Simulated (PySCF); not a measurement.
## Which determinant of BeGe lies lowest?

Unrestricted PBE0; basis Be jorge-DZP-DKH, Ge jorge-DZP-DKH; spin-free X2C with a Gaussian nucleus; PySCF 2.14. Outer shells of the fragments: Be 2s2; Ge 3d10 4s2 4p2.

Followed along the bond (rough minima from three points):

```
2Ms+1  unpaired  ⟨S²⟩ at the start  R at minimum (Å)  Te (eV)
    3      π ↑↑               2.15              2.15     0.00
    1      π ↑↓               1.00              2.14     0.28
    3  σ ↑, π ↑               2.00              2.32     0.56
    1  σ ↓, π ↑               1.00              2.32     0.65
    1      none               0.00              2.15     0.94
```

Solutions found at the starting distance of 2.120 Å, counted from the lowest of them; the search is not exhaustive and high or unbound solutions are not listed, so other states can lie among these:

```tsv
2Ms+1	unpaired	term	E (eV)	⟨S²⟩	⟨Lz²⟩	μ (D)
3	π ↑↑	³Σ⁻	0.00	2.15	0.00	-1.42
1	π ↑↓	mixed	0.28	1.00	2.01	-1.64
3	σ ↑, π ↑	³Π	0.70	2.00	1.00	0.75
1	σ ↓, π ↑	mixed	0.79	1.00	1.00	0.71
1	none	mixed	0.94	0.00	2.00	-1.50
3	σ ↑↑, π ↑↓	mixed	1.71	3.00	2.00	0.96
1	σ ↓↓, π ↑↑	mixed	1.91	2.01	0.00	0.54
3	σ ↑, π ↑	³Π	2.15	2.04	1.02	-1.75
1	σ ↓, π ↑	mixed	2.52	1.12	1.00	-1.74
3	π ↑↑	mixed	3.10	2.07	2.01	-0.14
```

A term symbol is given only where ⟨S²⟩ and ⟨Lz²⟩ are close to those of a pure state; real π, δ and φ orbitals otherwise mix terms. A positive dipole means Be(−)Ge(+).

Spin–orbit coupling is left out.
